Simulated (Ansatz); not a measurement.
The inner images of a band of AlH$_{3}$O$_{2}$S (7 atoms, charge 0, multiplicity 1) are given out of order.

Computed with Ansatz, UKS PBE0/def2-SVP.

Initial state:

```xyz
7
Properties=species:S:1:pos:R:3
Al 0.003 0.256 -0.136
S 0.493 -0.647 1.796
O -0.599 -0.626 -1.449
H -0.777 -1.563 -1.513
O 0.219 1.915 -0.379
H 0.122 -1.892 1.425
H 0.540 2.557 0.255
```

Final state:

```xyz
7
Properties=species:S:1:pos:R:3
Al 0.069 0.252 0.069
S 0.492 -0.853 1.899
O -0.538 -0.443 -1.355
H -0.747 -1.358 -1.540
O 0.385 1.912 0.130
H 0.084 -2.037 1.390
H 0.255 2.527 -0.593
```

**Question.** Put them in order from the first end to the last, with their energies above the first end.
A.
```xyz
7
Properties=species:S:1:pos:R:3
Al -0.028 0.261 -0.072
S 0.412 -0.713 1.837
O -0.553 -0.607 -1.428
H -0.789 -1.531 -1.488
O 0.107 1.925 -0.278
H 0.200 -1.959 1.356
H 0.652 2.624 0.073
```
B.
```xyz
7
Properties=species:S:1:pos:R:3
Al 0.001 0.251 0.012
S 0.429 -0.828 1.857
O -0.549 -0.507 -1.404
H -0.777 -1.430 -1.515
O 0.244 1.908 0.124
H 0.149 -2.044 1.340
H 0.503 2.650 -0.414
```
C.
```xyz
7
Properties=species:S:1:pos:R:3
Al 0.018 0.254 0.032
S 0.450 -0.839 1.868
O -0.556 -0.483 -1.386
H -0.783 -1.405 -1.511
O 0.300 1.910 0.146
H 0.150 -2.048 1.344
H 0.422 2.611 -0.492
```
D.
```xyz
7
Properties=species:S:1:pos:R:3
Al -0.009 0.250 -0.006
S 0.396 -0.811 1.856
O -0.531 -0.532 -1.419
H -0.760 -1.456 -1.523
O 0.190 1.908 0.076
H 0.136 -2.034 1.347
H 0.578 2.675 -0.331
```
E.
```xyz
7
Properties=species:S:1:pos:R:3
Al -0.015 0.250 -0.017
S 0.436 -0.808 1.837
O -0.566 -0.544 -1.408
H -0.801 -1.465 -1.517
O 0.150 1.909 0.014
H 0.172 -2.033 1.332
H 0.625 2.692 -0.241
```
F.
```xyz
7
Properties=species:S:1:pos:R:3
Al 0.040 0.254 0.054
S 0.455 -0.847 1.888
O -0.542 -0.460 -1.371
H -0.772 -1.378 -1.519
O 0.348 1.913 0.145
H 0.134 -2.047 1.356
H 0.337 2.565 -0.554
```
G.
```xyz
7
Properties=species:S:1:pos:R:3
Al -0.022 0.252 -0.032
S 0.431 -0.784 1.836
O -0.561 -0.566 -1.415
H -0.794 -1.490 -1.497
O 0.106 1.916 -0.070
H 0.190 -2.017 1.338
H 0.650 2.690 -0.161
```

**Answer.** A (+2.2 kJ/mol), G (+5.6 kJ/mol), E (+5.0 kJ/mol), D (+2.9 kJ/mol), B (+0.3 kJ/mol), C (-2.1 kJ/mol), F (-3.6 kJ/mol).

The run took 4.9 min on 2 threads of Intel(R) Xeon(R) Platinum 8375C CPU @ 2.90GHz (Ice Lake), with other jobs on the host, peak memory 0.23 GiB.
